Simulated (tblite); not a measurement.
C4H9O2PSi.
Atom-mapped SMILES: `[O:1]=[CH:2][O:3][Si@H:4]([PH2:5])[CH:6]1[CH2:7][CH2:8]1` (hydrogens: H9 on C2; H10 on Si4; H11, H12 on P5; H13 on C6; H14, H15 on C7; H16, H17 on C8)

Computed with GFN2-xTB (tblite), gas phase: L-BFGS steps from a force-field or distance-geometry start until the largest atomic force falls under 0.01 eV/Å.

Step 157: E = -695.2165 eV
```
atom  x, y, z in Å  |  force x, y, z in eV/Å
O1      3.1540   -0.2417   -0.2848   -0.256  -0.280   0.043
C2      2.3761   -1.1569   -0.3110    0.070   0.177  -0.082
O3      1.0915   -1.0581   -0.5168    0.160   0.089   0.005
Si4     0.3971    0.4631   -0.7860   -0.025   0.049  -0.026
P5      1.4998    1.8638    0.5557    0.049   0.046  -0.123
C6     -1.3811    0.2433   -0.2146   -0.017  -0.059  -0.001
C7     -1.6494   -0.1939    1.2004   -0.015   0.007   0.006
C8     -1.9534   -1.1171    0.0696    0.001  -0.013   0.031
H9      2.6756   -2.2113   -0.1770    0.042   0.036   0.038
H10     0.4569    0.5835   -2.2499    0.023   0.015   0.030
H11     0.6042    2.9218    0.4193    0.010  -0.029   0.005
H12     2.3692    2.3855   -0.3899   -0.069  -0.072   0.061
H13    -2.0805    0.9588   -0.6286    0.044   0.010   0.041
H14    -2.4641    0.2651    1.7397   -0.031   0.005  -0.023
H15    -0.7969   -0.4204    1.8262   -0.022  -0.011  -0.020
H16    -1.3211   -1.9804   -0.0639    0.042   0.019  -0.028
H17    -2.9847   -1.2932   -0.1985   -0.008   0.012   0.041
```

Step 158: E = -695.2182 eV
```
atom  x, y, z in Å  |  force x, y, z in eV/Å
O1      3.1494   -0.2487   -0.2898   -0.018  -0.056   0.053
C2      2.3738   -1.1618   -0.3123    0.026   0.085  -0.063
O3      1.0932   -1.0575   -0.5184   -0.042   0.052  -0.022
Si4     0.3974    0.4644   -0.7858   -0.016   0.028  -0.054
P5      1.4971    1.8669    0.5536    0.005   0.081  -0.062
C6     -1.3808    0.2409   -0.2147    0.008  -0.020   0.015
C7     -1.6488   -0.1943    1.2013   -0.046  -0.018  -0.006
C8     -1.9524   -1.1183    0.0699    0.009  -0.051   0.033
H9      2.6746   -2.2130   -0.1708    0.027  -0.028   0.033
H10     0.4621    0.5928   -2.2497    0.015   0.002   0.046
H11     0.6056    2.9311    0.4144    0.030  -0.078   0.009
H12     2.3674    2.3859   -0.3882   -0.027  -0.059   0.018
H13    -2.0791    0.9597   -0.6244    0.035   0.006   0.024
H14    -2.4644    0.2655    1.7401   -0.020  -0.005  -0.041
H15    -0.7997   -0.4224    1.8300    0.003  -0.011  -0.021
H16    -1.3192   -1.9818   -0.0665    0.028   0.048  -0.008
H17    -2.9831   -1.2974   -0.1987   -0.016   0.023   0.044
```

Step 159: E = -695.2197 eV
```
atom  x, y, z in Å  |  force x, y, z in eV/Å
O1      3.1491   -0.2494   -0.2799   -0.026  -0.031   0.051
C2      2.3709   -1.1597   -0.3098   -0.008   0.062  -0.066
O3      1.0914   -1.0539   -0.5282    0.010   0.063  -0.012
Si4     0.3952    0.4689   -0.7907   -0.015  -0.001  -0.041
P5      1.4974    1.8673    0.5505    0.002   0.015  -0.016
C6     -1.3813    0.2384   -0.2153    0.015   0.001   0.021
C7     -1.6471   -0.1964    1.2015   -0.029  -0.019   0.005
C8     -1.9520   -1.1208    0.0714    0.009  -0.030   0.017
H9      2.6690   -2.2112   -0.1642    0.017  -0.036   0.029
H10     0.4603    0.6023   -2.2537    0.010   0.002   0.040
H11     0.6101    2.9304    0.4084   -0.001  -0.028   0.005
H12     2.3719    2.3815   -0.3860    0.002  -0.036  -0.020
H13    -2.0814    0.9577   -0.6207    0.030   0.004   0.014
H14    -2.4618    0.2640    1.7404   -0.024  -0.003  -0.033
H15    -0.7971   -0.4248    1.8295   -0.003  -0.007  -0.025
H16    -1.3190   -1.9834   -0.0660    0.040   0.030  -0.011
H17    -2.9825   -1.2989   -0.1971   -0.029   0.015   0.044
```

Q: Estimate the geometry and energy of step 160. (The exact step hangs on the optimiser's Hessian estimate; all steps are aligned on step 159, rigid shifts and turns removed.)

A: E = -695.2220 eV, largest force 0.228 eV/Å
```
atom  x, y, z in Å  |  force x, y, z in eV/Å
O1      3.1419   -0.2462   -0.2359   -0.165  -0.155   0.031
C2      2.3589   -1.1531   -0.3053    0.082   0.153  -0.033
O3      1.0866   -1.0401   -0.5621    0.091   0.050  -0.001
Si4     0.3849    0.4837   -0.8047   -0.006  -0.048  -0.019
P5      1.4912    1.8659    0.5465    0.010  -0.009   0.025
C6     -1.3854    0.2314   -0.2166    0.021   0.047   0.038
C7     -1.6433   -0.2009    1.2030   -0.009  -0.025   0.011
C8     -1.9474   -1.1299    0.0774   -0.002   0.000  -0.022
H9      2.6519   -2.2075   -0.1604   -0.012  -0.005   0.005
H10     0.4476    0.6331   -2.2654   -0.002  -0.004   0.024
H11     0.6311    2.9447    0.3754   -0.015   0.007   0.005
H12     2.4024    2.3511   -0.3681    0.002  -0.017  -0.043
H13    -2.0930    0.9473   -0.6143    0.017   0.002  -0.007
H14    -2.4576    0.2579    1.7434   -0.030   0.001  -0.028
H15    -0.7909   -0.4262    1.8286    0.001   0.001  -0.023
H16    -1.3088   -1.9875   -0.0598    0.047   0.001  -0.017
H17    -2.9769   -1.3119   -0.1917   -0.029   0.000   0.055
```

The energy changes by -0.0023 eV. The first-order estimate −F·Δx gives -0.0038 eV and the mean of the old and new forces, exact on a quadratic surface, -0.0021 eV. The step makes an angle of 79° with the force vector and moves no atom by more than 0.047 Å.

The cost below is that of the whole relaxation. The run took 1.8 s of wall time on Arm Neoverse V1, one thread, shared host with 32 logical CPUs at a one-minute load of 25.
